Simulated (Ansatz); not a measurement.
`[CH3][SnH2][Cl]` + H–F → `[CH3][SnH2][F]` + HCl at 400 K and 1 bar (ligand exchange at the Sn–Cl bond).

Isolated molecules relaxed with PBE0-D4/def2-TZVP in Ansatz; ΔE leaves out vibrations. CCSD(T)/CBS adds triple-zeta CCSD(T) − MP2 to the extrapolated MP2 energy (def2 sets, frozen cores). This one scheme is used for every species. def2 core potentials past Kr. For Sn outer-core shells are correlated without core-valence functions, which leaves a few kJ/mol of doubt a bond.

```
          species  CCSD(T)/CBS energy (Eh)  H − E (kJ/mol)  S (J/(mol·K))
`[CH3][SnH2][Cl]`               -714.90153           161.1          358.4
              H–F               -100.39570            36.5          182.2
 `[CH3][SnH2][F]`               -354.90084           161.9          347.8
              HCl               -460.38127            29.6          195.4
```

H − E and S are ideal-gas, rigid-rotor, harmonic terms from PBE0-D4/def2-TZVP. 1 Eh = 2625.50 kJ/mol, R = 8.31446 J/(mol·K).

**Question.** By hand: ΔE, ΔH, ΔS and ΔG.

**Answer.** ΔE = (-354.90084) + (-460.38127) − (-714.90153) − (-100.39570) = 0.01512 Eh = 39.7 kJ/mol. Δ(H − E) = 161.9 + 29.6 − 161.1 − 36.5 = -6.1, so ΔH = 33.6 kJ/mol. ΔS = 347.8 + 195.4 − 358.4 − 182.2 = 2.6 J/(mol·K). ΔG = 33.6 − 400 × (2.6)/1000 = 32.6 kJ/mol.

**Question.** By hand: the equilibrium constant, and the temperature at which ΔG would vanish if ΔH and ΔS stayed fixed.

**Answer.** log₁₀ K = −ΔG/(RT ln 10) = -4.3. ΔG = 0 at ΔH/ΔS = 12923 K, far beyond where these terms or the molecules hold.

The number of gas molecules stays the same, so ΔS is small and ΔH decides. A doubt of 5 kJ/mol in ΔE shifts log₁₀ K by 0.7 here. These are equilibria of isolated gas molecules and say nothing of rates. Largest T1 diagnostic: 0.013 (customary marks: 0.02 for closed shells, 0.045 for open ones).
